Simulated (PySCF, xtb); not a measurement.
THF (C4H8O), SMILES C1CCOC1.

GFN2-xTB (xtb 6.7.1) at its own geometry gives an orbital gap of 11.03 eV and a dipole moment of 2.02 D.

Coordinates come from a PBE0-D3(BJ)/def2-SVP optimisation. One conformer was computed; it need not be the lowest.

Task: What does CAM-B3LYP/def2-TZVP (PySCF) give? (The exact figures need the calculation; the answer reports its results.)

Result: gap 10.41 eV (levels -8.49 and 1.92 eV), dipole 1.80 D.
